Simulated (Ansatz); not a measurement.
System: WO, net charge 0, triplet state. The spin state was set by rule; other spins were not relaxed. SMILES: [W]=[O]
Structure (B3LYP-D3(BJ)/def2-TZVP (Ansatz, a first-principles code) minimum search):
```xyz
2

W      0.0000     0.0000    -0.1621
O      0.0000     0.0000     1.4990
```
Charge 0, spin multiplicity 3.

Quantity: atomisation energy (electronic, to ground-state atoms), in kJ/mol. Valence correlation only, unless marked. Open shells are spin-unrestricted. No spin-orbit coupling. Frozen are the shells of the preceding noble gas and the d and f shells that filled before the atom's block. Past Kr the def2 sets carry scalar-relativistic core potentials. The coupled-cluster limit lacks core correlation, which all-electron functionals hold. CBS(X,Y): correlation extrapolated as X^-3; Hartree-Fock from the larger set. [CCSD(T)-MP2]/basis is that difference in the basis named.

The UHF reference is spin-contaminated (<S^2> 0.50 over the pure value in the largest basis). The Hartree-Fock reference is unstable (checked in the largest basis), which strains HF and MP2. The T1 diagnostic of CCSD in the largest basis is 0.073, which is high, so the coupled-cluster rows are less sure than usual.

```csv
level,program,atomisation energy (kJ/mol)
PBE-D4/def2-TZVPD,Ansatz + dftd4,771.7
B3LYP-D4/def2-TZVPD,Ansatz + dftd4,…
wB97M-V/def2-TZVPD,Ansatz,682.2
B2GP-PLYP-D3(BJ)/def2-TZVPD,Ansatz + dftd3,…
B2PLYP-D4/def2-TZVPD,Ansatz + dftd4,…
SCS-MP2/def2-SVPD,Ansatz,661.0
"RI-MP2/CBS(def2-TZVPPD,def2-QZVPPD)+[CCSD(T)-MP2]/def2-TZVPPD",Ansatz,715.3
```

Question: What belongs in the gaps?

Answer: 
- B3LYP-D4/def2-TZVPD, atomisation energy (kJ/mol): 705.6
- B2GP-PLYP-D3(BJ)/def2-TZVPD, atomisation energy (kJ/mol): 711.5
- B2PLYP-D4/def2-TZVPD, atomisation energy (kJ/mol): 725.3
